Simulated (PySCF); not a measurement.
Predicted microwave data (PBE0/pcSseg-1 in PySCF (dipole) on a GFN2-xTB geometry, gas phase) for one isomer of C8H12N2:

| Item | Value |
| --- | --- |
| Rotational constants | A = 1708, B = 896.5, C = 802.4 MHz |
| Dipole components | \|μa\| = 3.25 D, \|μb\| = 2.86 D, \|μc\| = 1.20 D |
| Inertial defect | -229.84 u·Å² |
| κ | -0.79 |

Problem. Which candidate fits, each taken in the one conformer that was computed?
A. `[N:1]#[C:2][CH2:3][CH:4]1[CH2:5][CH2:6][C:7](=[NH:8])[CH2:9][CH2:10]1` with C2–C3–C4–C5 173°, C3–C4–C5–C6 -179°, C4–C5–C6–C7 -56°, C5–C6–C7–N8 -124°, C6–C7–C9–C10 -54°
B. `[CH3:1][CH2:2][c:3]1[n:4][n:5][cH:6][c:7]([CH3:8])[c:9]1[CH3:10]` with C1–C2–C3–N4 -102°
C. `[CH:1]#[C:2][C@@H:3]([C:4]#[N:5])[C@H:6]([CH3:7])[CH2:8][NH:9][CH3:10]` with C2–C3–C6–C7 -67°, C3–C6–C8–N9 -55°, C6–C8–N9–C10 -80°
D. `[CH3:1][c:2]1[cH:3][n:4][n:5]([CH:6]2[CH2:7][CH2:8][CH2:9]2)[cH:10]1` with N4–N5–C6–C7 -51°, N5–C6–C7–C8 133°, C6–C7–C8–C9 -14°, C7–C8–C9–C6 14°, N5–C6–C9–C8 -133°
E. `[CH2:1]=[CH:2][CH2:3][n:4]1[n:5][cH:6][cH:7][c:8]1[CH2:9][CH3:10]` with C1–C2–C3–N4 131°, C2–C3–N4–N5 106°, C7–C8–C9–C10 91°

Solution. C. It is C#C[C@@H](C#N)[C@H](C)CNC, an asymmetric top, point group C1. The candidates at the same level (rigid rotor, commonest isotopes):

```json
{"SMILES": "CCc1nncc(C)c1C", "A (MHz)": "2036", "B (MHz)": "1182", "C (MHz)": "807.9", "μa (D)": "1.03", "μb (D)": "4.80", "μc (D)": "0.11", "Δ (u·Å²)": "-50.39", "point group": "C1", "rotor": "asymmetric top"}
{"SMILES": "Cc1cnn(C2CCC2)c1", "A (MHz)": "4494", "B (MHz)": "728.5", "C (MHz)": "698.1", "μa (D)": "0.11", "μb (D)": "2.01", "μc (D)": "0.02", "Δ (u·Å²)": "-82.18", "point group": "–", "rotor": "near-prolate asymmetric top"}
{"SMILES": "C=CCn1nccc1CC", "A (MHz)": "1742", "B (MHz)": "1186", "C (MHz)": "804.8", "μa (D)": "1.54", "μb (D)": "2.09", "μc (D)": "0.32", "Δ (u·Å²)": "-88.28", "point group": "C1", "rotor": "asymmetric top"}
{"SMILES": "C#C[C@@H](C#N)[C@H](C)CNC", "A (MHz)": "1708", "B (MHz)": "896.5", "C (MHz)": "802.4", "μa (D)": "3.25", "μb (D)": "2.86", "μc (D)": "1.20", "Δ (u·Å²)": "-229.84", "point group": "C1", "rotor": "asymmetric top"}
{"SMILES": "N#CCC1CCC(=N)CC1", "A (MHz)": "3340", "B (MHz)": "724.2", "C (MHz)": "634.0", "μa (D)": "1.32", "μb (D)": "1.19", "μc (D)": "0.40", "Δ (u·Å²)": "-52.02", "point group": "C1", "rotor": "near-prolate asymmetric top"}
```

`C=CCn1nccc1CC` has B 32 % too high; `CCc1nncc(C)c1C` has B 32 % too high; `Cc1cnn(C2CCC2)c1` has A 163 % too high; `N#CCC1CCC(=N)CC1` has A 96 % too high. No structure here is proved a minimum.
